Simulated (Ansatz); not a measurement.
Program: Ansatz. Geometries: PBE0-D4/def2-TZVP. ΔE: electronic, gas phase. CBS: MP2 limit from def2 TZ/QZ plus the TZ coupled-cluster correction, frozen cores. DFT in def2-TZVPP. B3LYP here is the variant with VWN-RPA as its local correlation; programs differ in this. For Ge outer-core shells are correlated without core-valence functions, which leaves a few kJ/mol of doubt a bond. Scalar relativity is left out up to krypton. One conformer a species, not always the lowest.

Consider the formal exchange of groups at a Ge–Si bond: `[SiH3][SiH2][SiH2][GeH2][SiH2][GeH3]` + CH₃NH₂ → `[SiH3][SiH2][SiH2][GeH3]` + `NC[SiH2][GeH3]`.

CCSD(T)/CBS gives +11.6 kcal/mol.

Task: Another level gave +11.4 kcal/mol. Which?
A. HF/def2-TZVPP
B. B3LYP/def2-TZVPP
C. r2SCAN-D4/def2-TZVPP
D. ωB97M-V/def2-TZVPP

Result: C. r2SCAN-D4 11.4, HF/def2-TZVPP 7.4, B3LYP 8.6, ωB97M-V 10.2 kcal/mol.

Largest T1 diagnostic among the species: 0.013.

The D4 term adds +3.1 kcal/mol with B3LYP and +2.0 kcal/mol with PBE0; it sums over pairs of atoms, weighted by their polarisabilities, and B3LYP, whose exchange is more repulsive, gets the larger term. In def2-TZVPP, CCSD(T) changes the Hartree–Fock value by +4.0 kcal/mol (the triples alone add +0.6 kcal/mol) and MP2 by +4.2 kcal/mol.
